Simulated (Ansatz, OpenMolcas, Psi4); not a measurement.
InHCl (SMILES [Cl][InH]): the electronic atomisation energy, rung by rung

The species is InHCl (3 atoms), meant as a doublet with charge 0. As SMILES, `[Cl][InH]`. Geometry: relaxed at PBE0-D4/def2-TZVP.

```xyz
3

Cl   -1.6498    0.3968   -0.8674
In    0.4095    0.5424    0.2861
H     1.2294   -1.0039    0.5681
```

Quantity: the electronic atomisation energy, in eV. The values are calculated. Electronic energies at fixed atoms, without zero-point motion or spin-orbit coupling.

```csv
level,kind,program,value (eV),less CCSD(T)/def2-TZVPP,CPU time (all runs)
UHF/def2-TZVPP (core potential),Hartree–Fock,OpenMolcas,4.10,-1.25,25 s
UBLYP/def2-TZVPP (core potential),GGA,OpenMolcas,5.27,-0.08,64 s
U-r2SCAN/def2-TZVPP (core potential),meta-GGA,OpenMolcas,5.70,+0.35,78 s
UB3LYP/def2-TZVPP (core potential),global hybrid,Ansatz,5.33,-0.02,17 s
UHSE06/def2-TZVPP (core potential),range-separated hybrid,Psi4,5.45,+0.10,69 s
UB2PLYP/def2-TZVPP (core potential),double hybrid,Ansatz,5.35,0.00,18 s
RPA@PBE/def2-TZVPP (core potential),RPA,Ansatz,4.91,-0.44,23 s
UMP2/def2-TZVPP (core potential),perturbation theory,Ansatz,5.33,-0.02,5.6 s
UCCSD(T)/def2-TZVPP (core potential),coupled cluster or CI,Ansatz,5.35,0.00,48 s
FCI/STO-3G,exact in the basis,Ansatz,8.04,+2.69,2.3 s
```

UCCSD(T)/def2-TZVPP (core potential) is the highest level here, not the true value. All-electron rows without a relativistic Hamiltonian named are non-relativistic, while core potentials hold scalar relativity, so basis and relativity change together. The values span 4.10 to 8.04 eV. High-level rows in very small sets aren't better than simpler rows in larger ones. In the correlated wave-function rows the outer d shell of In is correlated, in sets not made for it. CPU times are rough (shared hosts, several kinds of processor and program).
